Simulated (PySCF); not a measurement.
**Cadmium: a sound run and one with changed settings**

Sound run: Cd [Kr] 4d10 5s2, Cd⁺ [Kr] 4d10 5s1. Calculation: PySCF 2.14, in cc-pVDZ-PP with ECP28MDF; scalar relativity through the core potential. The sound run starts from symmetry-adapted Hartree-Fock orbitals and uses a fine grid where one is needed.

Changed run: basis STO-3G, all-electron and non-relativistic. This setting is unsound on purpose.

```
species  method  sound run (hartree)  changed run (hartree)  converged
     Cd     UHF           -166.83775            -5411.53272        yes
     Cd     LDA           -167.44620            -5407.97584        yes
     Cd    PBE0           -167.72706            -5413.17143        yes
    Cd⁺     UHF           -166.56450            -5411.42102        yes
    Cd⁺     LDA           -167.09273            -5407.78973        yes
    Cd⁺    PBE0           -167.39862            -5413.00594        yes
```

Ionisation energy of Cd:

```csv
method,sound run (eV),changed run (eV)
UHF,7.435,3.039
LDA,9.618,5.064
PBE0,8.937,4.503
```

A minimal basis cannot let orbitals breathe on ionisation and holds almost no correlation. The Hamiltonian changed with the basis, so the totals do not compare.

For comparison, NIST gives 8.994 eV between the lowest levels.
